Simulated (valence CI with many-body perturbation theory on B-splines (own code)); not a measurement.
**Ag⁷⁺: one-electron terms**

Method: valence CI with perturbative core correlation (CI+MBPT): four valence electrons over a frozen Dirac-Fock core [Kr], a basis of 9 s, 9 p, 10 d, 8 f, 5 g, 3 h, 1 i functions for each j, with the one-electron correlation potential Σ1 (screened to all orders), the two-electron term Σ2, the three-electron term Σ3, Breit, model QED; selected single and double excitations, second order for the rest, scaled by the run's own slope (own B-spline code, finite nucleus).

Against 28 measured levels this calculation errs by 389 cm⁻¹ on average and by 1561 at most. These come from a selection out of Atoms 5, 11 (2017), spectra Ag VII to Ag IX. Levels without a partner in it may be off by more, other configurations by 1,000 to 8,000 cm⁻¹. Among the levels kept, up to 270 cm⁻¹ of a level comes from second order outside the variational space, and about a tenth of that is noise between levels of different J, which matters for small intervals. Only levels of the ground parity were solved; by the run's estimate the other parity begins above the list, which can be wrong where configurations are misplaced.

These are the spectroscopic orbitals of the CI (the correlating ones are not listed), shaped by the core and the other valence electrons. h is the expectation value of the core's Dirac-Fock operator, without the valence repulsion; Σ1 is computed up to l = 3 at one energy for each symmetry, that of its lowest orbital but kept below the first core excitation, so for empty shells it is not the orbital's own correlation shift; Breit and QED include the response of the core.

```
Orbital  h (hartree)  Σ1 (cm⁻¹)  Breit (cm⁻¹)  QED (cm⁻¹)  ⟨r⟩ (bohr)
  5s1/2       -4.902      -8234           193         184       1.916
  6s1/2      -2.8894      -2611          86.5        80.9       3.306
  7s1/2      -1.9132      -1220          45.7        42.7       5.069
  5p1/2      -4.3947      -6323           285       -15.4       2.077
  6p1/2      -2.6488      -2245           134        -7.1       3.550
  7p1/2        -1.78      -1105          73.6        -3.9       5.397
  5p3/2      -4.3256      -5915           162         1.0       2.114
  6p3/2      -2.6167      -2137          77.4         0.5       3.595
  7p3/2      -1.7624      -1059          44.7         0.3       5.452
  4d3/2      -6.8485     -15548           184       -93.1       1.089
  5d3/2      -3.4979      -3616          64.6       -17.7       2.486
  6d3/2      -2.2153      -1608          32.8        -8.4       4.152
  4d5/2      -6.8111     -15266         -51.0       -72.2       1.097
  5d5/2      -3.4853      -3592          11.2       -12.7       2.497
  6d5/2       -2.209      -1601           7.1        -6.0       4.165
  4f5/2      -4.2642     -16643          -113       -25.2       1.613
  5f5/2      -2.6197      -5368         -44.5       -11.2       3.217
  4f7/2      -4.2631     -16184          -145       -23.8       1.614
  5f7/2      -2.6184      -5229         -60.3       -10.4       3.219
  5g7/2      -2.2634                     -2.0        -0.4       3.382
  5g9/2      -2.2634                     -2.3        -0.2       3.382
```

Among the shells of the start configuration 4d4, Σ1 is largest in size for 4d3/2, where it is 1.0 % of h.

Lowest root of each symmetry, sizes in configuration state functions:

```json
{"J": "0", "Parity": "even", "Roots": "7", "Reference": "21", "Variational": "21177", "Second order": "287024", "Change by selected CI (cm⁻¹)": "-7883", "Change by second order (cm⁻¹)": "-7"}
{"J": "1", "Parity": "even", "Roots": "11", "Reference": "44", "Variational": "32286", "Second order": "807084", "Change by selected CI (cm⁻¹)": "-7719", "Change by second order (cm⁻¹)": "-24"}
{"J": "2", "Parity": "even", "Roots": "17", "Reference": "64", "Variational": "30510", "Second order": "1149159", "Change by selected CI (cm⁻¹)": "-7591", "Change by second order (cm⁻¹)": "-64"}
{"J": "3", "Parity": "even", "Roots": "14", "Reference": "58", "Variational": "30278", "Second order": "1454931", "Change by selected CI (cm⁻¹)": "-7565", "Change by second order (cm⁻¹)": "-90"}
{"J": "4", "Parity": "even", "Roots": "13", "Reference": "50", "Variational": "29608", "Second order": "1466778", "Change by selected CI (cm⁻¹)": "-7649", "Change by second order (cm⁻¹)": "-85"}
{"J": "5", "Parity": "even", "Roots": "6", "Reference": "29", "Variational": "30835", "Second order": "1204736", "Change by selected CI (cm⁻¹)": "-9476", "Change by second order (cm⁻¹)": "-121"}
{"J": "6", "Parity": "even", "Roots": "3", "Reference": "15", "Variational": "29567", "Second order": "1028537", "Change by selected CI (cm⁻¹)": "-9489", "Change by second order (cm⁻¹)": "-44"}
```
